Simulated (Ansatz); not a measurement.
```xyz
4

S    -0.0352    0.0234   -0.0267
O     1.4136   -0.0320    0.0265
O    -0.7472    1.2888   -0.0129
O    -0.7399   -1.2796    0.0340
```

Basis set: def2-TZVP (spherical functions). Correlated methods keep 8 orbitals frozen. Charge 0, multiplicity 1.

Computed with Ansatz (development build ahead of 0.2.0); each method stands on the lowest determinant of its kind that the runs found. Restricted open shells among the atoms or ions are ROHF, correlated in semicanonical orbitals with singles.

**Question.** Give the atomization energy at this shape (free ground-state atoms in the same class of orbitals less the molecule, no zero-point energy) of singlet SO3 by RHF-MP2, RHF.

**Answer.**

| method | atomization energy |
| --- | --- |
| RHF-MP2 | 15.30 eV |
| RHF | 6.13 eV |
